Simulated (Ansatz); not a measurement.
Cartesian coordinates in Å:
```
C 0.703 0.775 2.704
O 0.003 0.374 1.568
Zr -0.766 -0.044 -0.109
Se -2.229 1.920 -0.989
Se -2.180 -2.179 0.363
O 0.481 -0.345 -1.500
C 1.510 -0.646 -2.390
H 0.565 1.847 2.873
H 0.335 0.232 3.579
H 1.772 0.571 2.589
H -2.990 1.898 0.271
H -2.561 -2.222 -1.059
H 1.538 -1.723 -2.582
H 1.346 -0.125 -3.338
H 2.475 -0.335 -1.981
```

The species carries charge 0 and has multiplicity 1. Zr takes the def2 core potential.

Task: List the PBE/def2-TZVPP orbital energies in eV (the Gaussian-basis code of Ansatz). (An estimate is asked.)

Result: Computed: Occupied: -12301.62, -12301.62, -1561.62, -1561.62, -1402.40, -1402.40, -1402.34, -1402.34, -1402.33, -1402.33, -510.83, -510.83, -270.53, -270.53, -204.60, -204.60, -149.95, -149.95, -149.77, -149.77, -149.73, -149.73, -54.82, -53.03, -53.03, -52.98, -52.98, -52.94, -52.94, -52.81, -52.81, -52.81, -52.81, -32.94, -32.54, -32.26, -25.08, -24.86, -16.93, -16.78, -16.63, -16.56, -11.92, -11.72, -11.39, -11.39, -11.34, -11.25, -9.19, -9.11, -7.75, -7.64, -7.50, -7.25, -6.81, -6.41, -5.99, -5.50. Lowest empty: -1.91, -1.65, -1.33, -1.02, -0.92, -0.84, -0.12, 0.21.
